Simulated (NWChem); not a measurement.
Program: NWChem. System: F3In, charge 1, spin multiplicity 2, at the geometry of a parent with another charge or spin, in a state set for the comparison that need not be this species' ground state. Its SCF solution wasn't tested for a lower state.

Job file:

```
start mol
memory heap 200 mb stack 900 mb global 1100 mb
charge 1
geometry units angstroms nocenter noautoz
  In     0.000000     0.000000     0.000059
  F      0.000000     0.000000     1.958317
  F     -1.695773     0.000000    -0.979320
  F      1.695773     0.000000    -0.979320
  symmetry group C2v
end
basis spherical
  * library def2-svp
end
ecp
  In library def2-ecp
end
dft
  xc xpbe96 cpbe96
  odft
  mult 2
  semidirect memsize 60000000 filesize 0
  iterations 100
end
task dft energy
```

The output up to the point where the run's verdict is printed (cleaned and shortened):

```
             Northwest Computational Chemistry Package (NWChem) 7.3.0
             --------------------------------------------------------

                                NWChem Input Module
                                -------------------

 Scaling coordinates for geometry "geometry" by  1.889725989
 (inverse scale =  0.529177249)

 Turning off AUTOSYM since
 SYMMETRY directive was detected!

                             Geometry "geometry" -> ""
                             -------------------------

 Output coordinates in angstroms (scale by  1.889725989 to convert to a.u.)

  No.       Tag          Charge          X              Y              Z
 ---- ---------------- ---------- -------------- -------------- --------------
    1 In                  49.0000     0.00000000     0.00000000     0.00005900
    2 F                    9.0000     0.00000000     0.00000000     1.95831700
    3 F                    9.0000    -1.69577300     0.00000000    -0.97932000
    4 F                    9.0000     1.69577300     0.00000000    -0.97932000

 Effective nuclear repulsion energy (a.u.)     395.4225226348

            Nuclear Dipole moment (a.u.)
            ----------------------------
        X                 Y               Z
 ---------------- ---------------- ----------------
     0.0000000000     0.0000000000    -0.0000302356

      Symmetry information
      --------------------

 Group name             C2v
 Group number             16
 Group order               4
 No. of unique centers     3

      Symmetry unique atoms

     1    2    3


 Summary of "ao basis" -> "" (spherical)
 ------------------------------------------------------------------------------
       Tag                 Description            Shells   Functions and Types
 ---------------- ------------------------------  ------  ---------------------
 *                          def2-svp                  on all atoms

 Summary of "ao basis" -> "ao basis" (spherical)
 ------------------------------------------------------------------------------
       Tag                 Description            Shells   Functions and Types
[...]
 d= 0,ls=0.5,diis    75   -488.7440364696 -1.81D-04  1.47D-05  3.41D-04    11.5
                                                     7.26D-05  5.25D-04
 d= 0,ls=0.5,diis    76   -488.7441210734 -8.46D-05  3.31D-05  2.60D-04    11.6
                                                     6.05D-05  4.02D-04
 d= 0,ls=0.5,diis    77   -488.7441274005 -6.33D-06  4.23D-05  3.37D-04    11.7
                                                     5.92D-05  4.50D-04
 d= 0,ls=0.5,diis    78   -488.7440795272  4.79D-05  1.85D-05  5.01D-04    11.9
                                                     4.73D-05  6.09D-04
 d= 0,ls=0.5,diis    79   -488.7440754447  4.08D-06  1.76D-05  5.22D-04    12.0
                                                     4.40D-05  6.54D-04
 d= 0,ls=0.5,diis    80   -488.7440564383  1.90D-05  1.53D-05  5.84D-04    12.2
                                                     4.03D-05  7.25D-04
 d= 0,ls=0.5,diis    81   -488.7440377438  1.87D-05  8.97D-06  6.43D-04    12.3
                                                     3.55D-05  7.89D-04
 d= 0,ls=0.5,diis    82   -488.7440344214  3.32D-06  1.51D-05  6.55D-04    12.5
                                                     3.84D-05  8.14D-04
 d= 0,ls=0.5,diis    83   -488.7440952864 -6.09D-05  1.17D-05  5.24D-04    12.6
                                                     3.75D-05  6.85D-04
 d= 0,ls=0.5,diis    84   -488.7441477253 -5.24D-05  1.44D-05  4.31D-04    12.8
                                                     3.29D-05  5.81D-04
 d= 0,ls=0.5,diis    85   -488.7441821969 -3.45D-05  1.12D-05  3.78D-04    12.9
                                                     3.13D-05  5.17D-04
 d= 0,ls=0.5,diis    86   -488.7442039056 -2.17D-05  2.22D-05  3.63D-04    13.0
                                                     5.30D-05  4.83D-04
 d= 0,ls=0.5,diis    87   -488.7442894557 -8.56D-05  1.81D-05  2.10D-04    13.2
                                                     5.62D-05  2.98D-04
 d= 0,ls=0.5,diis    88   -488.7443585275 -6.91D-05  1.90D-05  1.01D-04    13.3
                                                     3.55D-05  1.60D-04
 d= 0,ls=0.5,diis    89   -488.7443634065 -4.88D-06  1.13D-05  1.28D-04    13.5
                                                     3.14D-05  1.75D-04
 d= 0,ls=0.5,diis    90   -488.7443747668 -1.14D-05  2.22D-05  1.21D-04    13.6
                                                     2.85D-05  1.65D-04
 d= 0,ls=0.5,diis    91   -488.7443585425  1.62D-05  1.33D-05  1.73D-04    13.7
                                                     2.30D-05  2.18D-04
 d= 0,ls=0.5,diis    92   -488.7443516580  6.88D-06  9.81D-06  1.92D-04    13.9
                                                     2.04D-05  2.43D-04
 d= 0,ls=0.5,diis    93   -488.7443468723  4.79D-06  8.08D-06  2.08D-04    14.0
                                                     1.85D-05  2.61D-04
 d= 0,ls=0.5,diis    94   -488.7443412535  5.62D-06  6.63D-06  2.25D-04    14.2
                                                     1.76D-05  2.80D-04
 d= 0,ls=0.5,diis    95   -488.7443405653  6.88D-07  5.69D-06  2.28D-04    14.3
                                                     1.60D-05  2.85D-04
 d= 0,ls=0.5,diis    96   -488.7443365652  4.00D-06  2.16D-05  2.41D-04    14.5
                                                     3.02D-05  2.98D-04
 d= 0,ls=0.5,diis    97   -488.7443821234 -4.56D-05  1.11D-05  1.40D-04    14.6
                                                     2.45D-05  1.94D-04
 d= 0,ls=0.5,diis    98   -488.7444058873 -2.38D-05  9.53D-06  9.98D-05    14.7
                                                     2.62D-05  1.45D-04
 d= 0,ls=0.5,diis    99   -488.7444278001 -2.19D-05  9.05D-06  6.61D-05    14.9
                                                     2.70D-05  1.01D-04
 d= 0,ls=0.5,diis   100   -488.7444448677 -1.71D-05  1.15D-05  4.54D-05    15.0
                                                     1.76D-05  7.04D-05
```

Convergence was not reached. The next line reads: Calculation failed to converge. NWChem stopped with the message: dft energy failed.
